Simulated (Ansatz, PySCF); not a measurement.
2,3,3-trifluoroprop-1-ene (C3H3F3), SMILES C=C(F)C(F)F. Atoms are numbered in the order given.

```xyz
9

C     -1.6649    -0.0532    -0.5635
C     -0.6331     0.3604     0.1577
F     -0.7276     1.3308     1.0638
C      0.7728    -0.1599     0.0743
F      0.8657    -1.0977    -0.8849
F      1.1249    -0.7138     1.2534
H     -1.5229    -0.8489    -1.2936
H     -2.6511     0.3939    -0.4301
H      1.4882     0.6537    -0.1461
```
Charge 0, spin multiplicity 1.

The structure is a stationary point at PBE0-D3(BJ)/def2-SVP. One conformer was computed; it need not be the lowest.

Two levels are set side by side: PBE-D3(BJ)/def2-SVP (Ansatz, a first-principles code) and PBE0-D3(BJ)/def2-SVP (Ansatz). Each level has its own optimised geometry; the coordinates shown are those of the second. Frequencies come from the Hessian of PySCF at each geometry. Differences are taken from unrounded values.

```csv
quantity,PBE0-D3(BJ),PBE-D3(BJ),PBE-D3(BJ) minus PBE0-D3(BJ)
mean bond length (Å),1.267,1.279,0.012
bond C1–C2 (Å),1.325,1.337,0.012
bond C2–F3 (Å),1.331,1.346,0.015
bond C2–C4 (Å),1.501,1.510,0.009
bond C4–F5 (Å),1.345,1.362,0.017
bond C4–F6 (Å),1.349,1.368,0.018
bond C1–H7 (Å),1.089,1.097,0.008
bond C1–H8 (Å),1.091,1.099,0.008
bond C4–H9 (Å),1.106,1.116,0.011
highest harmonic wavenumber (cm⁻¹),3322,3229,-93
mean harmonic wavenumber (cm⁻¹),1221,1170,-51
zero-point energy (kcal/mol),36.65,35.13,-1.52
```

GGA bonds tend to be longer and softer than those of functionals with exact exchange. Differences between two approximate levels are no errors against the true value.
